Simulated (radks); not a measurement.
Values are calculated unless marked as measured or tabulated.
Initial-state core-level shifts of the lanthanum ion La+ when its valence configuration changes from [Xe] 5d2. Code: a radial shooting solver on a logarithmic mesh with Libxc functionals. Model: scalar-relativistic Kohn-Sham, PBE, spin-polarised, spherical densities, finite nucleus; open shells are filled with parallel spins first (spin-orbit coupling, left out, can overturn this in heavy ions); Fermi nuclear charge, rms radius 4.855 fm. Shifts are changes of the shell-averaged eigenvalues in eV (positive: less bound); the change of the density at the nucleus, which sets a Mossbauer isomer shift, is in e/bohr^3, on a base of 3.648e+05.

valence              3p      3d      4p      5p  density at nucleus
6s2              -4.690  -4.709  -4.612  -4.004              +50.23
4f1 5d1          +7.255  +7.157  +6.574  +2.305              -17.09
5d1.5 6s0.5      -1.084  -1.088  -1.071  -0.953              +11.51
6s1 6p1          -5.648  -5.668  -5.566  -4.885              +28.72
4f0.5 5d1.5      +3.980  +3.926  +3.578  +1.227               -9.45
5d1 6s1          -2.216  -2.225  -2.186  -1.927              +23.87
5d0.5 6s0.5 6p1  -4.454  -4.468  -4.398  -3.917              +15.45
5d1.5 6p0.5      -1.618  -1.622  -1.605  -1.470               +1.32
4f1 5d0.5 6s0.5  +6.447  +6.344  +5.758  +1.493               -7.32
